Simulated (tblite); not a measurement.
Species: C4H13FSi4.
Z-matrix (Å and degrees, GFN2-xTB geometry), rows numbered from 1:
```
F 
Si  1  1.6243
C   2  1.9024  1  115.33
C   3  1.5465  2   91.27  1  -113.65
C   4  1.5530  3  100.49  2     0.87
C   5  1.5270  2  120.06  1    -7.50
Si  6  1.9488  5  116.56  2    53.48
Si  7  2.3345  6   87.96  5  -123.88
Si  6  1.9442  5  113.12  2   -65.20
H   2  1.4521  1  102.32  3   135.71
H   3  1.0877  2  116.80  1   129.63
H   3  1.0881  2  115.45  1     2.29
H   4  1.0893  3  112.12  2   119.46
H   4  1.0895  3  112.16  2  -118.68
H   5  1.0954  2  111.90  1  -135.19
H   6  1.0981  5  106.37  2   174.69
H   7  1.4671  6  113.80  5    -0.98
H   7  1.4754  6  109.68  5   114.88
H   8  1.4727  7  117.76  6  -116.72
H   8  1.4671  7  119.09  6   116.83
H   9  1.4719  6  109.95  5     4.62
H   9  1.4721  6  110.88  5  -110.35
```

Calculated harmonic vibrations of the isolated species, GFN2-xTB (tblite), most abundant isotopes, no scaling. The method is semi-empirical: single wavenumbers can be off by several per cent or more. Modes of hydrogen on silicon can be 10 to 20 % off. One conformer, not necessarily the lowest.

Harmonic wavenumbers (cm⁻¹): 31.7, 47.6, 79.2, 101.8, 162.3, 169.6, 183.3, 275.6, 299.1, 317.2, 339.0, 377.2, 398.7, 438.3, 444.7, 453.2, 486.4, 498.6, 512.5, 520.1, 547.5, 601.1, 630.1, 643.0, 683.3, 695.6, 715.7, 739.4, 748.1, 812.1, 824.0, 830.7, 840.7, 879.7, 976.0, 1026.8, 1053.2, 1090.8, 1140.6, 1145.6, 1194.7, 1202.0, 1247.5, 1271.4, 1301.6, 1466.7, 1489.1, 2131.8, 2140.0, 2156.9, 2172.4, 2198.1, 2207.0, 2353.2, 2874.7, 2903.9, 2982.7, 2998.8, 3004.7, 3014.2.

A = 1341, B = 618.8, C = 601.3 MHz; mass 192.008 u (most abundant isotopes); point group C1, symmetry number 1.

Q: What is the zero-point energy?

A: Half the sum of the wavenumbers: 32536 cm⁻¹ = 93.02 kcal/mol.

Q: Entropy at 500 K, 1 bar (ideal gas, RRHO, classical rotation)?

A: Translation 44.26, rotation 32.39, vibration 72.04: S = 148.7 cal/(mol K).

Q: And Cp and H(500 K) − H(0)?

A: Cp = 75.87 cal/(mol K), of which vibrations give 67.92 (their classical limit is 60 R = 119.2); H(500 K) − H(0) = 22.44 kcal/mol without the zero-point energy, 18.47 from vibrations.

Q: What must be added to the electronic energy to get the Gibbs energy at 500 K and 1 bar?

A: ZPE + [H(500 K) − H(0)] − T·S = 93.02 + 22.44 − 74.34 = 41.12 kcal/mol.

Q: Blend soft modes into free rotors: weight 1/[1 + (100 cm⁻¹/ν̃)⁴] for the oscillator and the rest for a rotor with moment μB/(μ + B), μ = h/(8π²ν), B = 10⁻⁴⁴ kg m². What vibrational entropy results?

A: 66.43 cal/(mol K) in place of 72.04, which changes −T·S at 500 K by +2.81 kcal/mol.

Hindered rotation and anharmonicity are outside this model. Other conformers, if any are populated, would add a mixing term that is left out. The structure is chiral; the term R ln 2 for an equal mix with its mirror image is left out.

Time: 2.7 s of wall time. Hardware: Arm Neoverse N1, one thread (shared host). The figure is for the frequency step alone.
